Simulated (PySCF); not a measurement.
The complex [FeF6]4- (charge -4) contains Fe(II), shell d6. The structure is a PBE0-D3(BJ)/def2-SVP, IEF-PCM water geometry optimised for multiplicity 5; coordination octahedral, point group D4h, metal–donor distances 2.06–2.17 Å.

Method (PySCF 2.14, density fitting): CASSCF(6,5) with orbitals averaged over all microstates of the shell, strongly contracted NEVPT2 on the averaged canonical orbitals; basis x2c-TZVPall on the metal, x2c-SVPall elsewhere; spin-free X2C; IEF-PCM water; spin-orbit coupling by state interaction with the mean-field operator over all roots.

CASSCF energies above the lowest CASSCF root:

```
           state  CASSCF / cm⁻¹
5B2g (from 5T2g)              0
 5Eg (from 5T2g)            634
 5B1g (from 5Eg)           5682
 5A1g (from 5Eg)           7791
3A2g (from 3T1g)          17994
 3Eg (from 3T1g)          18749
 3Eg (from 3T2g)          21152
3B2g (from 3T2g)          21533
 3Eg (from 3T1g)          22988
3A2g (from 3T1g)          23588
            1A1g          24237
 3A1g (from 3Eg)          25573
 3B1g (from 3Eg)          25855
             3Eg          25958
3B2g (from 3T2g)          26324
             3Eg          26631
3A2g (from 3T1g)          27352
1A2g (from 1T1g)          28029
 1Eg (from 1T1g)          28779
3B1g (from 3A2g)          29784
 3Eg (from 3T2g)          30014
3B2g (from 3T2g)          30033
```

Problem. How does dynamic correlation (SC-NEVPT2) move these states?

Solution. 
```tsv
state	NEVPT2 / cm⁻¹	shift / cm⁻¹
5B2g (from 5T2g)	0	0
5Eg (from 5T2g)	741	+107
5B1g (from 5Eg)	6943	+1262
5A1g (from 5Eg)	9363	+1572
3A2g (from 3T1g)	14870	-3124
3Eg (from 3T1g)	15786	-2963
3Eg (from 3T2g)	19075	-2078
3B2g (from 3T2g)	19806	-1727
3Eg (from 3T1g)	21360	-1628
3A2g (from 3T1g)	22010	-1578
1A1g	19678	-4558
3A1g (from 3Eg)	24580	-993
3B1g (from 3Eg)	25187	-668
3Eg	23623	-2335
3B2g (from 3T2g)	23979	-2346
3Eg	24264	-2367
3A2g (from 3T1g)	25073	-2279
1A2g (from 1T1g)	24841	-3189
1Eg (from 1T1g)	25749	-3030
3B1g (from 3A2g)	27954	-1831
3Eg (from 3T2g)	28302	-1713
3B2g (from 3T2g)	28209	-1824
```

No frequencies were computed for the optimised geometry. NEVPT2 lifts 5B1g (from 5Eg) from 5682 to 6943 cm⁻¹; on the d shell alone it tends to overshoot states that fill the eg-type orbitals. Gaps between spin states lean to high spin in this active space.
